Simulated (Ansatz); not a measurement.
`F[B]([ZnH])CCl` → B• + C• + Cl• + F• + 3 H• + Zn (atom)  (atomization)

Program: Ansatz. Geometries: PBE0-D4/def2-TZVP. ΔE: electronic, gas phase. CCSD(T)/CBS is the MP2 limit (def2-TZVPP, def2-QZVPP) plus CCSD(T) − MP2 in def2-TZVPP, frozen cores. This one scheme is used for every species, atoms too. Open shells (•) are unrestricted, without spin–orbit coupling. Spin–orbit coupling would lower the free atoms: a little for B, C, Cl, F. Bonds to Zn are less sure, by a few kJ/mol each and by 10 to 20 or more in all where they break to atoms, as the def2 sets lack core-valence functions. Scalar relativity is left out up to krypton. One conformer a species, not always the lowest.

`F[B]([ZnH])CCl`:

```xyz
8

F     0.855    1.564   -0.889
B     0.224    0.646   -0.158
Zn    0.432    0.597    1.927
C    -0.550   -0.463   -0.982
Cl    0.605   -1.825   -0.741
H     0.571    0.550    3.476
H    -1.509   -0.784   -0.578
H    -0.628   -0.285   -2.055
```

```
         species  CCSD(T)/CBS(def2) energy (Eh)
`F[B]([ZnH])CCl`                    -2402.62658
              B•                      -24.60433
              C•                      -37.79194
             Cl•                     -459.70966
              F•                      -99.66871
              H•                       -0.50000
       Zn (atom)                    -1778.37859
```

(1) Work out ΔE.

Largest T1 diagnostic among the species: 0.017.

## Answers

(1) ΔE = 3 × (-0.50000) + (-24.60433) + (-37.79194) + (-459.70966) + (-99.66871) + (-1778.37859) − (-2402.62658) = 0.97335 Eh = +610.8 kcal/mol.

From PBE to PBE0 (25 % exact exchange), in def2-TZVPP and without D4, ΔE moves by −11.3 kcal/mol: exact exchange takes away binding that semilocal exchange gives to molecules. The D4 term adds +6.7 kcal/mol with B3LYP and +3.5 kcal/mol with PBE0; it sums over pairs of atoms, weighted by their polarisabilities, and B3LYP, whose exchange is more repulsive, gets the larger term.

B3LYP here is the variant with VWN-RPA as its local correlation; programs differ in this.

For atomizations the MP2-based limit and the directly extrapolated one differ by several kJ/mol either way, and by 10 to 25 for some Ge, Se and Sn compounds, so smaller differences from it don't rank the levels.
